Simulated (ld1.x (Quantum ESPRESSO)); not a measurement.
# Transferability test, TM semilocal potential for tin

ld1.x (Quantum ESPRESSO) 7.5 input, shortened:

```
&input
   title='Sn', zed=50., rel=1, dft='PBESOL', iswitch=3,
   config='[Kr] 4d10 5s2 5p0'
 /
 &inputp
   pseudotype=1, tm=.true., lloc=2,
   nlcc=.false.
 /
3
4S  1  0   2.00   0.00  0.90  0.90  0.0
4P  2  1   6.00   0.00  1.50  1.50  0.0
4D  3  2  10.00   0.00  1.05  1.05  0.0
 &test
   configts(1)='4s2 4p6 4d10 5s2 5p0'
 /
```

Occupied shells without a wave of their own: 5s. They enter only through the test configuration that unscreens the potential.

Energies are relative to the spin-unpolarised reference configuration 4s2 4p6 4d10 5s2 5p0; without spin polarisation the order of configurations can differ from experiment.

| valence configuration | charge | ΔE all-electron (eV) | error AE − PS (meV) |
| --- | --- | --- | --- |
| 4s2 4p6 4d10 5s2 5p2 | 0 | -20.869 | +806 |
| 4s2 4p6 4d10 5s2 5p1 | +1 | -13.972 | +533 |
| 4s2 4p6 4d10 5s1 5p0 | +3 | 31.014 | -330 |
| 4s2 4p6 4d10 5s2 5p1.5 | +0.5 | -18.244 | +698 |
| 4s2 4p6 4d9 5s2 5p3 | 0 | 3.530 | +1737 |
| 4s2 4p6 4d10 5s0 5p4 | 0 | -6.622 | +1438 |

(1) What are ΔE and the potential's error for 4s2 4p6 4d10 5s1 5p3?

Levels in the configuration 4s2 4p6 4d10 5s1 5p3:

| level | all-electron (eV) | pseudo (eV) |
| --- | --- | --- |
| 4s | -135.294 | -134.476 |
| 4p | -91.108 | -90.297 |
| 4d | -27.273 | -26.527 |
| 5s | -11.464 | -11.272 |
| 5p | -4.336 | -4.461 |

The potential misses its own reference levels by up to 0.3 eV.

Answers

(1) ΔE = -13.861 eV all-electron; the error (AE − PS) is +1096 meV.

ld1.x printed “convergence not achieved” for 7 of the counted tests; their residual had stalled under 1e-8, short of the target of 1e-14. The 5s level has no wave, so the channel is fitted at the deeper level alone: the likely source of the large errors.
